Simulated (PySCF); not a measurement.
Structure with atom numbers: `[PH2:1][c:2]1[cH:3][cH:4][cH:5][cH:6][cH:7]1` (H(Xn): hydrogen on atom n).

Method: geometry: GFN2-xTB, PBE0/pcSseg-1 with gauge-including orbitals, in PySCF 2.14.0 with density-fitted response routines (one computed conformer, in vacuum, one averaged value for each set of equivalent atoms, no relativistic terms).

Scale: 13C, 1H against TMS; 31P vs H3PO4 (reference shieldings calculated alike).

```json
{"atoms": "C5", "nucleus": "13C", "count": "1", "δ (ppm)": "131.9"}
{"atoms": "C2", "nucleus": "13C", "count": "1", "δ (ppm)": "?"}
{"atoms": "H(C4)/H(C6)", "nucleus": "1H", "count": "2", "δ (ppm)": "?"}
{"atoms": "P1", "nucleus": "31P", "count": "1", "δ (ppm)": "?"}
{"atoms": "H(C3)/H(C7)", "nucleus": "1H", "count": "2", "δ (ppm)": "7.64"}
{"atoms": "C3/C7", "nucleus": "13C", "count": "2", "δ (ppm)": "136.5"}
{"atoms": "C4/C6", "nucleus": "13C", "count": "2", "δ (ppm)": "133.8"}
{"atoms": "H(P1)", "nucleus": "1H", "count": "2", "δ (ppm)": "4.02"}
{"atoms": "H(C5)", "nucleus": "1H", "count": "1", "δ (ppm)": "7.42"}
```

Question: Fill in the missing shifts.

Answer: 
- C2: 138.7 ppm, substituted aromatic carbon
- H(C4)/H(C6): 7.53 ppm, hydrogen on an aromatic CH; the ring current deshields protons in the ring plane
- P1: -148.2 ppm, phosphorus bonded to C, 2 H

Shifts are as computed. Against solution values, carbons near 30 ppm lie about +3 ppm off and those near 130 ppm about +5 ppm. Of 1211 compounds with measured shifts, 218 miss one by over three times the rms of a fit or turn the order of signals round; such compounds aren't used in these exercises. Experimental scales use liquid or dissolved standards, which lie at an offset from isolated H3PO4.
